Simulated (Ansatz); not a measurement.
The cluster Si₂N₂O. Charge 0, multiplicity 1. Geometry r2SCAN-D4/def2-SVP.

```xyz
5

Si   -0.955    1.362   -1.061
Si    0.320   -0.644   -0.960
N    -0.086   -1.097    2.011
N     0.024   -0.735    0.952
O     0.697    1.114   -0.942
```

The structure comes from a short search, and lower isomers may exist.

Q: Estimate the orbital energies around the gap (eV) in Ansatz with PBE-D4/def2-TZVPD, r2SCAN-D4/def2-TZVP, r2SCAN-D4/def2-TZVPD, PBE0-D4/def2-SVP, ωB97M-V/def2-TZVP.

A: 
```json
{"orbital": "HOMO−9", "PBE-D4/def2-TZVPD": "-16.41", "r2SCAN-D4/def2-TZVP": "-17.25", "r2SCAN-D4/def2-TZVPD": "-17.27", "PBE0-D4/def2-SVP": "-18.68", "ωB97M-V/def2-TZVP": "-21.54"}
{"orbital": "HOMO−8", "PBE-D4/def2-TZVPD": "-12.20", "r2SCAN-D4/def2-TZVP": "-12.66", "r2SCAN-D4/def2-TZVPD": "-12.68", "PBE0-D4/def2-SVP": "-14.08", "ωB97M-V/def2-TZVP": "-16.81"}
{"orbital": "HOMO−7", "PBE-D4/def2-TZVPD": "-12.14", "r2SCAN-D4/def2-TZVP": "-12.64", "r2SCAN-D4/def2-TZVPD": "-12.66", "PBE0-D4/def2-SVP": "-14.01", "ωB97M-V/def2-TZVP": "-16.61"}
{"orbital": "HOMO−6", "PBE-D4/def2-TZVPD": "-11.90", "r2SCAN-D4/def2-TZVP": "-12.41", "r2SCAN-D4/def2-TZVPD": "-12.43", "PBE0-D4/def2-SVP": "-13.82", "ωB97M-V/def2-TZVP": "-16.44"}
{"orbital": "HOMO−5", "PBE-D4/def2-TZVPD": "-11.70", "r2SCAN-D4/def2-TZVP": "-12.13", "r2SCAN-D4/def2-TZVPD": "-12.15", "PBE0-D4/def2-SVP": "-13.40", "ωB97M-V/def2-TZVP": "-15.85"}
{"orbital": "HOMO−4", "PBE-D4/def2-TZVPD": "-10.85", "r2SCAN-D4/def2-TZVP": "-11.31", "r2SCAN-D4/def2-TZVPD": "-11.33", "PBE0-D4/def2-SVP": "-12.56", "ωB97M-V/def2-TZVP": "-14.98"}
{"orbital": "HOMO−3", "PBE-D4/def2-TZVPD": "-8.99", "r2SCAN-D4/def2-TZVP": "-9.32", "r2SCAN-D4/def2-TZVPD": "-9.34", "PBE0-D4/def2-SVP": "-10.36", "ωB97M-V/def2-TZVP": "-12.68"}
{"orbital": "HOMO−2", "PBE-D4/def2-TZVPD": "-7.95", "r2SCAN-D4/def2-TZVP": "-8.22", "r2SCAN-D4/def2-TZVPD": "-8.24", "PBE0-D4/def2-SVP": "-9.12", "ωB97M-V/def2-TZVP": "-11.33"}
{"orbital": "HOMO−1", "PBE-D4/def2-TZVPD": "-6.73", "r2SCAN-D4/def2-TZVP": "-6.91", "r2SCAN-D4/def2-TZVPD": "-6.93", "PBE0-D4/def2-SVP": "-7.70", "ωB97M-V/def2-TZVP": "-9.77"}
{"orbital": "HOMO", "PBE-D4/def2-TZVPD": "-4.94", "r2SCAN-D4/def2-TZVP": "-5.05", "r2SCAN-D4/def2-TZVPD": "-5.07", "PBE0-D4/def2-SVP": "-5.65", "ωB97M-V/def2-TZVP": "-7.22"}
{"orbital": "LUMO", "PBE-D4/def2-TZVPD": "-3.51", "r2SCAN-D4/def2-TZVP": "-3.40", "r2SCAN-D4/def2-TZVPD": "-3.42", "PBE0-D4/def2-SVP": "-2.55", "ωB97M-V/def2-TZVP": "-0.53"}
{"orbital": "LUMO+1", "PBE-D4/def2-TZVPD": "-3.30", "r2SCAN-D4/def2-TZVP": "-3.17", "r2SCAN-D4/def2-TZVPD": "-3.19", "PBE0-D4/def2-SVP": "-2.26", "ωB97M-V/def2-TZVP": "-0.08"}
{"orbital": "LUMO+2", "PBE-D4/def2-TZVPD": "-2.66", "r2SCAN-D4/def2-TZVP": "-2.55", "r2SCAN-D4/def2-TZVPD": "-2.57", "PBE0-D4/def2-SVP": "-1.75", "ωB97M-V/def2-TZVP": "0.20"}
{"orbital": "LUMO+3", "PBE-D4/def2-TZVPD": "-1.22", "r2SCAN-D4/def2-TZVP": "-0.93", "r2SCAN-D4/def2-TZVPD": "-0.97", "PBE0-D4/def2-SVP": "-0.05", "ωB97M-V/def2-TZVP": "1.63"}
{"orbital": "LUMO+4", "PBE-D4/def2-TZVPD": "-0.85", "r2SCAN-D4/def2-TZVP": "-0.38", "r2SCAN-D4/def2-TZVPD": "-0.48", "PBE0-D4/def2-SVP": "0.67", "ωB97M-V/def2-TZVP": "2.12"}
{"orbital": "LUMO+5", "PBE-D4/def2-TZVPD": "-0.47", "r2SCAN-D4/def2-TZVP": "0.02", "r2SCAN-D4/def2-TZVPD": "-0.08", "PBE0-D4/def2-SVP": "1.08", "ωB97M-V/def2-TZVP": "2.54"}
```
